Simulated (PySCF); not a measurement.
## Worked example: oscillator strength and radiative lifetime

Ge(SH)(SiH3) (GeH₄SSi), SMILES [SiH3][Ge][SH] (connectivity only; charge and spin as stated), neutral, multiplicity 1.

Coordinates come from a r2SCAN-D4/def2-SVP optimisation. One conformer was computed; it need not be the lowest.

TDDFT-B3LYP/def2-SVPD (PySCF) puts the first singlet state with f over 0.02 at 4.47 eV (vertical), with the transition dipole (0.316, -0.521, 0.000) in atomic units.

**Question.** Find the oscillator strength, the wavelength and the radiative lifetime that this transition would have in vacuum if emission retraced absorption.

**Answer.** 
|μ|² = 0.3713 au, so |μ| = 1.55 D. ΔE = 4.47/27.211 = 0.1643 hartree. f = (2/3) ΔE |μ|² = 0.041 (the program prints 0.041).
λ = 1239.84/4.47 = 277 nm; ν = 36053 cm⁻¹.
Einstein's coefficient A = 0.6670 ν² f s⁻¹ (ν in cm⁻¹) = 3.5e7 s⁻¹, so τ = 1/A = 28 ns. This state is S3; the lower singlets have f = 0.002, 0.005. The figure is the radiative limit of this one transition; relaxation, internal conversion, crossing to triplets and a medium change what is measured.
